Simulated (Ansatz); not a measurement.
Basis-set series for C2H2AlNO, SMILES `O=C[C]1=[N][AlH]1`. The species carries charge 0 and has multiplicity 1. The structure was optimised at the PBE0-D4/def2-TZVP level. It is one conformer, not always the lowest.

| functional | basis | functions | energy (Eh) | HOMO (eV) | LUMO (eV) |
| --- | --- | --- | --- | --- | --- |
| PBE0-D4 | def2-SVP | 84 | -449.15049 | -6.00 | -2.08 |
| PBE0-D4 | def2-TZVPP | 194 | -449.47429 | -6.09 | -2.22 |
| ωB97M-V | def2-SVP | 84 | -449.41775 | -8.14 | 0.10 |
| ωB97M-V | def2-TZVPP | 194 | -449.74785 | -8.26 | -0.09 |

**Question.** Give the rows for def2-QZVPP. (Best estimate.)

**Answer.** The calculation gave: 
| functional | basis | functions | energy (Eh) | HOMO (eV) | LUMO (eV) |
| --- | --- | --- | --- | --- | --- |
| PBE0-D4 | def2-QZVPP | 358 | -449.49302 | -6.13 | -2.25 |
| ωB97M-V | def2-QZVPP | 358 | -449.76582 | -8.30 | -0.24 |

Results of the Gaussian-basis code of Ansatz.
